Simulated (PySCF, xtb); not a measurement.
C4H5BF2, SMILES C=C1B([C@@H](C1)F)F.

Harmonic wavenumbers (cm⁻¹) from GFN2-xTB (xtb) at its own minimum, in rising order: 59, 134, 220, 260, 327, 458, 535, 557, 643, 704, 867, 914, 926, 949, 1010, 1064, 1095, 1148, 1172, 1223, 1279, 1381, 1414, 1437, 1698, 2916, 2997, 3007, 3078, 3114.

### Question
What does PBE-D3(BJ)/def2-SVP in PySCF 2.14.0 give at its own minimum? (Estimate from the structure and the level; the computed values follow.)

### Answer
79, 152, 219, 240, 323, 474, 525, 572, 638, 720, 828, 880, 932, 937, 965, 1029, 1099, 1123, 1157, 1193, 1301, 1371, 1376, 1441, 1687, 2942, 2969, 3032, 3053, 3150. Paired by order, the mean absolute difference is 20 cm⁻¹ and the zero-point energies are 52.3 and 52.0 kcal/mol.
